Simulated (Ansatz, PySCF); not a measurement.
This PySCF input computes a PBE0/def2-TZVPD energy:

```python
from pyscf import gto, scf, dft

mol = gto.M(
    atom='''
    F    -1.09387531   -1.24703347    0.00576626
    Ge   -0.00000000   -0.00000000    0.00000000
    F     1.62656133   -0.32365871   -0.03510244
    F    -0.53268602    1.57069217    0.02933618
    ''',
    basis='def2-tzvpd',
    charge=1,
    spin=0,
    verbose=4,
)

mf = dft.RKS(mol, xc='pbe0').density_fit(auxbasis='def2-universal-jkfit')
mf.grids.level = 3
mf.conv_tol = 1e-9
mf.max_cycle = 100
mf.max_memory = 1500
mf.kernel()
if not mf.converged:
    mf = mf.newton()
    mf.kernel(mf.make_rdm1())
mf.analyze()
```

Task: Write an input for the same energy in Ansatz (an electronic-structure program) and say what it gives.

Result: 
Ansatz 0.2 input:
```yaml
crystal:
  periodic: [false, false, false]
  atoms:
    - {symbol: F, position_ang: [-1.09387531, -1.24703347, 0.00576626]}
    - {symbol: Ge, position_ang: [-0.00000000, -0.00000000, 0.00000000]}
    - {symbol: F, position_ang: [1.62656133, -0.32365871, -0.03510244]}
    - {symbol: F, position_ang: [-0.53268602, 1.57069217, 0.02933618]}
basis:
  gaussian:
    orbitals: def2-TZVPD
hamiltonian:
  xc: {name: PBE0}
total_charge: 1
output: {forces: true}
```
It gives -2375.83310 Eh, and PySCF -2375.83316 Eh, a difference of 0.06 mEh, from the treatment of integrals and grids.
